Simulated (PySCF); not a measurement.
Ligand exchange on a metal centre used in film growth or etching (Cd Br-H). All species are isolated molecules in the gas phase.

The HOMO–LUMO gap from two functionals at the same geometries (PBE-D3(BJ)/def2-SVP), both in PySCF: PBE-D3(BJ)/def2-TZVP and TPSSh-D3(BJ)/def2-TZVP. 

| species | PBE-D3(BJ)/def2-TZVP (eV) |
|---|---|
| 0 of 2 Br replaced by H | 3.90 |
| 1 of 2 Br replaced by H ([Cd(Br)(H)]) | 4.98 |
| 2 of 2 Br replaced by H ([Cd(H)2]) | 5.29 |

Question: What does TPSSh-D3(BJ)/def2-TZVP give for each?

Answer: 
- 0 of 2 Br replaced by H: 4.95
- 1 of 2 Br replaced by H ([Cd(Br)(H)]): 6.05
- 2 of 2 Br replaced by H ([Cd(H)2]): 6.33
Over these rows, drawn at random from the members with no instability flagged (it was tested for open shells, ions and some series alone), PBE minus TPSSh-D3(BJ): mean -1.06 eV, from -1.06 eV to -1.04 eV.
